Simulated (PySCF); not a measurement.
PySCF job for C3H6F2Si, SMILES F[SiH2][C@@H]1C[C@@H]1F, PBE/pcSseg-1. Geometry: PBE0-D3(BJ)/def2-SVP. The structure was generated by enumeration; whether it is a known compound was not checked. Other conformers were not sampled.

```python
import numpy as np
from pyscf import gto, scf, dft
from pyscf.prop.nmr import rks as nmr

mol = gto.M(
    atom='''
    F     2.19491741   -0.71628843   -1.02699755
    Si    1.23514462   -0.02455666    0.09369669
    C    -0.49739111   -0.64943249   -0.16604719
    C    -1.50873977    0.20242102   -0.92296855
    C    -1.62771119    0.02245893    0.53985121
    F    -1.31981870    1.08184524    1.33991118
    H     1.76286223   -0.42722691    1.42616460
    H     1.30157911    1.44915076   -0.09642057
    H    -0.58231974   -1.73646940   -0.28114538
    H    -2.23121566   -0.29346216   -1.57637497
    H    -1.17580334    1.18585229   -1.26872482
    H    -2.43996320   -0.57674724    0.96351187
    ''',
    basis='pcSseg-1',
    charge=0,
    spin=0,
    max_memory=1600,
    verbose=3,
)
mf = dft.RKS(mol, xc='pbe')
mf.grids.level = 3
mf.conv_tol = 1e-10
mf.max_cycle = 100
mf.kernel()
n = nmr.NMR(mf)
n.verbose = 2
n.max_cycle_cphf = 60
sigma = n.kernel()
print('atom   isotropic/ppm   span/ppm')
for i, s in enumerate(sigma):
    w = np.linalg.eigvalsh((s + s.T) / 2)
    print(f'{mol.atom_symbol(i):2s}{i + 1:3d} {w.mean():14.3f} {w[2] - w[0]:11.3f}')
```

Output:

```
converged SCF energy = -606.595542445656
atom   isotropic/ppm   span/ppm
F   1        384.460      44.419
Si  2        318.376     104.277
C   3        171.970      86.812
C   4        164.768      60.735
C   5        103.850     139.806
F   6        389.703     122.731
H   7         25.589       8.570
H   8         26.128       7.616
H   9         30.964      14.963
H  10         30.187      14.527
H  11         30.063      11.276
H  12         26.564      10.469
```

The run converged.
